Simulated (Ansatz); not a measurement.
Reaction (formal exchange of groups at the Se–Si bond): `[OH][AlH][SiH2][SeH]` + `[Cl][GaH][Cl]` → `[Cl][Ga]([Cl])[SeH]` + `[OH][AlH][SiH3]`

Gas-phase electronic energies from Ansatz, PBE0-D4/def2-TZVP geometries. CCSD(T)/CBS is the MP2 limit (def2-TZVPP, def2-QZVPP) plus CCSD(T) − MP2 in def2-TZVPP, frozen cores. For Ga, Se outer-core shells are correlated without core-valence functions, which leaves a few kJ/mol of doubt a bond. Scalar relativity is left out up to krypton. One conformer a species, not always the lowest.

```json
{"species": "`[OH][AlH][SiH2][SeH]`", "MP2/def2-QZVPP energy (Eh)": "-3009.72719"}
{"species": "`[Cl][GaH][Cl]`", "MP2/def2-QZVPP energy (Eh)": "-2843.92195"}
{"species": "`[Cl][Ga]([Cl])[SeH]`", "MP2/def2-QZVPP energy (Eh)": "-5244.43350"}
{"species": "`[OH][AlH][SiH3]`", "MP2/def2-QZVPP energy (Eh)": "-609.23026"}
```

Question: Work out ΔE.

Answer: ΔE = (-5244.43350) + (-609.23026) − (-3009.72719) − (-2843.92195) = -0.01462 Eh = -38.4 kJ/mol. CCSD(T)/CBS gives -37.8 kJ/mol.

Largest T1 diagnostic among the species: 0.014.

In def2-TZVPP, CCSD(T) changes the Hartree–Fock value by +3.1 kJ/mol (the triples alone add +0.3 kJ/mol) and MP2 by +4.0 kJ/mol. At CCSD(T), def2-SVP lies −12.6 kJ/mol from the extrapolated value and def2-TZVPP −4.9 kJ/mol. Leaving LDA and LC-ωPBE aside and taking each functional with its dispersion term where it has one, the values, not all of them listed here, spread over 9.3 kJ/mol, from B2PLYP to B97M-V. LDA lies +5.2 kJ/mol from PBE without D4.
